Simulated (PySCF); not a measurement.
C₃H₄ClFSi, SMILES FC1=C(Cl)C[SiH2]1. Heavy atoms are numbered as in [F:1][C:2]1=[C:3]([Cl:4])[CH2:5][SiH2:6]1. Hydrogens are named by the atom that carries them.

Coordinates come from a ωB97X-D3(BJ)/def2-SVP optimisation. This is a generated structure with no PubChem entry under its InChIKey; it may be hypothetical.

The numbers are results of PBE/pcSseg-1 run with PySCF, not measurements.

GIAO shieldings, no solvent; atoms alike by connectivity are averaged. δ = σ(ref) − σ: ¹⁹F against CFCl3 (σ = 133.6 ppm); ¹³C against TMS (σ = 182.0 ppm); ³⁵Cl against HCl (σ = 936.5 ppm); ²⁹Si against TMS (σ = 335.4 ppm); ¹H against TMS (σ = 31.49 ppm), references at their B3LYP-D3(BJ)/def2-TZVP geometries, non-relativistic (without spin–orbit terms, shifts of atoms bonded to Cl or Br come out too high).

| nucleus | atoms | count | δ (ppm) |
|---|---|---|---|
| ¹⁹F | F1 | 1 | -118.8 |
| ¹³C | C2 | 1 | 163.3 |
| ¹³C | C3 | 1 | 129.9 |
| ¹³C | C5 (CH2) | 1 | 18.3 |
| ³⁵Cl | Cl4 | 1 | 300.7 |
| ²⁹Si | Si6 (SiH2) | 1 | -45.6 |
| ¹H | H on Si6 | 2 | 5.23 |
| ¹H | H on C5 | 2 | 1.99 |
